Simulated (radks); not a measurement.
Task: The mean radii <r> (bohr) of the occupied orbitals of an atom or ion are listed with their occupations. Calculated with a radial shooting solver on a logarithmic mesh with Libxc functionals: scalar-relativistic Kohn-Sham, BLYP, spin-polarised, spherical densities, finite nucleus; Fermi nuclear charge, rms radius of each element as measured or else 0.836 A^(1/3) + 0.57 fm.

orbital  occ.      <r>
1s down     1  0.01966
1s up       1  0.01966
2s up       1  0.08335
2s down     1  0.08335
2p up       3  0.07415
2p down     3  0.07415
3s up       1   0.2167
3s down     1   0.2165
3p up       3   0.2161
3p down     3   0.2159
3d up       5   0.1960
3d down     5   0.1957
4s up       1   0.4747
4s down     1   0.4751
4p up       3   0.4978
4p down     3   0.4985
4d up       5   0.5190
4d down     5   0.5202
4f up       5   0.5308

Name the element and its charge. Open shells, if any, are filled with parallel spins first.

Result: Z = 70, ytterbium, charge +19: Yb19+ in [Kr] 4d10 4f5. The 1s radius gives Z: for a bare nucleus <r> = (2 gamma + 1)/(2Z) with gamma = sqrt(1 - (Z/c)^2), 0.01942 bohr for Z = 70, and screening makes it slightly larger (0.01966 here). The occupations add up to 51, and the charge is Z minus that.
